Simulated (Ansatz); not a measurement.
Start from `[CH3][Mg][O][SiH3]` and change one atom or group to get `[CH3][Mg][OH]`.

Ansatz, PBE0-D4/def2-TZVP geometries, multiplicity 1. Each molecule was computed in one conformer, which needn't be the lowest.

```csv
property,`[CH3][Mg][O][SiH3]`
HOMO energy (B3LYP/def2-TZVPP) / eV,-7.35
HOMO–LUMO gap (B3LYP/def2-TZVPP) / eV,6.03
LUMO energy (ωB97M-V/def2-TZVPP) / eV,0.15
HOMO energy (ωB97M-V/def2-TZVPP) / eV,-9.81
LUMO energy (PBE/def2-TZVPP) / eV,-1.75
LUMO energy (B3LYP/def2-TZVPP) / eV,-1.31
```

**Question.** What does the change do to each property? (Best estimate.)

**Answer.** Computed: 
| property | `[CH3][Mg][OH]` | shift |
| --- | --- | --- |
| HOMO energy (B3LYP/def2-TZVPP) / eV | -7.06 | 0.29 |
| HOMO–LUMO gap (B3LYP/def2-TZVPP) / eV | 6.06 | 0.03 |
| LUMO energy (ωB97M-V/def2-TZVPP) / eV | 0.45 | 0.30 |
| HOMO energy (ωB97M-V/def2-TZVPP) / eV | -9.52 | 0.29 |
| LUMO energy (PBE/def2-TZVPP) / eV | -1.40 | 0.35 |
| LUMO energy (B3LYP/def2-TZVPP) / eV | -1.00 | 0.31 |

B3LYP here is the variant with VWN-RPA as its local correlation; programs differ in this.
